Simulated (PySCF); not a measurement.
ClGeH5OSi.
Bonds: Si1–O2, O2–Ge3, Ge3–Cl4. Hydrogens: H5, H6, H7 on Si1; H8, H9 on Ge3.

Computed, not measured: PBE0-D3(BJ)/def2-SVP geometry optimisation, gas phase in PySCF.

Q: List the bond lengths, angles and torsions at this level.

A: 
```json
{"bond": "Si1–O2", "length (Å)": "1.666", "order": "single"}
{"bond": "O2–Ge3", "length (Å)": "1.759", "order": "single"}
{"bond": "Ge3–Cl4", "length (Å)": "2.156", "order": "single"}
{"bond": "Si1–H5, Si1–H6, Si1–H7", "length (Å)": "1.493", "order": "single"}
{"bond": "Ge3–H8, Ge3–H9", "length (Å)": "1.531", "order": "single"}
```

Bonds in one row agree within 0.01 Å and their mean is given. Orders are formal, as drawn. A selection of angles:
```json
{"angle": "O2–Si1–H5", "degrees": "110.2"}
{"angle": "O2–Si1–H6", "degrees": "107.8"}
{"angle": "O2–Si1–H7", "degrees": "110.9"}
{"angle": "H5–Si1–H6", "degrees": "109.3"}
{"angle": "Si1–O2–Ge3", "degrees": "138.1"}
{"angle": "O2–Ge3–Cl4", "degrees": "107.9"}
{"angle": "O2–Ge3–H8", "degrees": "109.8"}
{"angle": "O2–Ge3–H9", "degrees": "107.1"}
{"angle": "Cl4–Ge3–H8", "degrees": "107.4"}
{"angle": "Cl4–Ge3–H9", "degrees": "108.6"}
{"angle": "H8–Ge3–H9", "degrees": "115.8"}
```

Torsions: Si1–O2–Ge3–Cl4 -43° (synclinal). The mirror-image conformer, all signs reversed, is as good.

Si1 (oxygen-bound silicon) is tetrahedral (angles from 107.8° to 110.9°). Ge3 (germanium bonded to Cl, O and 2 H) is distorted tetrahedral (angles from 107.1° to 115.8°).

Point group: C1 (no symmetry element, even within 0.4 Å). Not checked by PBE0-D3(BJ)/def2-SVP frequencies. The numbers are those of one conformer.

The run took 54 s on one thread of an Arm Neoverse V2, shared host with 96 logical CPUs at a one-minute load of 84, and the process peaked at 0.43 GiB of memory. These figures are those of the optimisation.
